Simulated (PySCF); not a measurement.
## Mayer bond orders and bond lengths

C7H7F.
Atom-mapped SMILES: `[CH:1]#[C:2][C@H:3]1[CH2:4][CH2:5][CH:6]=[C:7]1[F:8]` (hydrogens: H9 on C1; H10 on C3; H11, H12 on C4; H13, H14 on C5; H15 on C6)

Geometry (GFN2-xTB, Å), atoms numbered from 1 in this order:
```
atom  x, y, z in Å
C1     2.641   -0.312    1.211
C2     1.763   -0.147    0.416
C3     0.674    0.060   -0.524
C4    -0.422   -1.020   -0.392
C5    -1.520   -0.392    0.487
C6    -1.267    1.082    0.382
C7    -0.088    1.311   -0.166
F8     0.465    2.512   -0.394
H9     3.420   -0.462    1.898
H10    1.090    0.113   -1.535
H11   -0.027   -1.939    0.036
H12   -0.825   -1.248   -1.380
H13   -1.427   -0.711    1.528
H14   -2.521   -0.661    0.146
H15   -1.960    1.822    0.736
```

Bond orders from the PBE0/pcSseg-1 density (PySCF). Geometry: GFN2-xTB, one conformer, isolated molecule.

Where do the orders between heavy atoms depart from those drawn in the SMILES?

The largest departure is 0.445, at C1–C2 (drawn triple, 2.555). Drawn double or triple, more than 0.30 short of the drawn order: C1–C2 (2.555).

Set the Mayer orders of the bonds beside their lengths.

```tsv
bond	drawn as	length (Å)	Mayer order
C1–C2	triple	1.196	2.555
C2–C3	single	1.453	0.914
C3–C4	single	1.545	1.006
C4–C5	single	1.540	1.020
C5–C6	single	1.499	1.017
C6–C7	double	1.320	1.832
C7–F8	single	1.342	0.969
C7–C3	single	1.508	1.024
C1–H9	single	1.049	1.148
C3–H10	single	1.095	0.915
C4–H11	single	1.088	0.957
C4–H12	single	1.090	0.950
C5–H13	single	1.093	0.933
C5–H14	single	1.090	0.950
C6–H15	single	1.074	0.961
```

Bonds between the same two heavy elements. C–C: lowest C2–C3 (0.914, 1.453 Å), highest C1–C2 (2.555, 1.196 Å); in 4 of the 21 pairs the longer bond (by over 0.003 Å) has the higher order (by 0.02 or more).

Sum the orders of all bonds at each heavy atom with more than one neighbour and set the sums beside the valence in the SMILES.

C1 3.703 (drawn 4), C2 3.469 (drawn 4), C3 3.859 (drawn 4), C4 3.933 (drawn 4), C5 3.920 (drawn 4), C6 3.810 (drawn 4), C7 3.825 (drawn 4). Orders between atoms that aren't bonded are not in these sums.

For a closed shell the Mayer order of atoms A and B is Σ (PS)μν (PS)νμ over the basis functions μ on A and ν on B, with P the density and S the overlap matrix.
